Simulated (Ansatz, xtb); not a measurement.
C2H7FGeSi: which of two isomers lies lower

We compare a, `C=C[Si@@H](F)[GeH3]`, a singlet, with b, `C=[CH][GeH2][SiH2]F`, a singlet. Both are isolated molecules in the gas phase, relaxed with PBE-D3(BJ)/def2-SVP, each in the lowest conformer that the search found.

Quicker runs give these differences E(b) − E(a): GFN2-xTB −2.4 kcal/mol; HF/STO-3G +5.4 kcal/mol (at GFN2-xTB geometries); r2SCAN-D4/def2-SVP +6.7 kcal/mol (at GFN2-xTB geometries).

Task: Estimate which is lower in electronic energy at CCSD(T)/def2-SVP + ΔMP2/def2-TZVPP, and by roughly how much.

Result: The CCSD(T)/def2-SVP + ΔMP2/def2-TZVPP calculation puts structure a lower, by 4.6 kcal/mol.

Level by level:

| level | geometry | E(b) − E(a) (kcal/mol) | departure from the last row (kcal/mol) | job, with rough time for the two |
| --- | --- | --- | --- | --- |
| GFN2-xTB | GFN2-xTB | −2.4 | −6.9 | optimisation, 0.52 s |
| HF/STO-3G | GFN2-xTB | +5.4 | +0.8 | single point, 2 s |
| r2SCAN-D4/def2-SVP | GFN2-xTB | +6.7 | +2.2 | single point, 9.3 s |
| PBE-D3(BJ)/def2-SVP | PBE-D3(BJ)/def2-SVP | +6.5 | +1.9 | optimisation, 96 s |
| HF/def2-SVP | PBE-D3(BJ)/def2-SVP | +5.9 | +1.3 | part of the CCSD(T) run |
| MP2/def2-SVP | PBE-D3(BJ)/def2-SVP | +5.5 | +0.9 | part of the CCSD(T) run |
| CCSD(T)/def2-SVP | PBE-D3(BJ)/def2-SVP | +5.7 | +1.1 | single point |
| CCSD(T)/def2-SVP + ΔMP2/def2-TZVPP | PBE-D3(BJ)/def2-SVP | +4.6 |  | single point, 2.2 min |

As drawn, b has 1 C–Ge, 1 Si–H in place of 1 C–Si, 1 Ge–H.

GFN2-xTB puts the two in the other order. The largest departure from CCSD(T)/def2-SVP + ΔMP2/def2-TZVPP is that of GFN2-xTB, 6.9 kcal/mol. A small imaginary or near-zero mode remains, so no thermal terms are given. The last row adds to CCSD(T) the change of the MP2 difference between the two basis sets, here −1.1 kcal/mol.

The correlated steps freeze 17 core orbitals; the filled d shell of Ge is correlated, in a basis made for valence electrons. Run with Ansatz 0.2.0, xtb 6.7.1; the last row on 2 threads of Intel(R) Xeon(R) Processor @ 2.50GHz (Skylake/Cascade Lake) on a shared host.
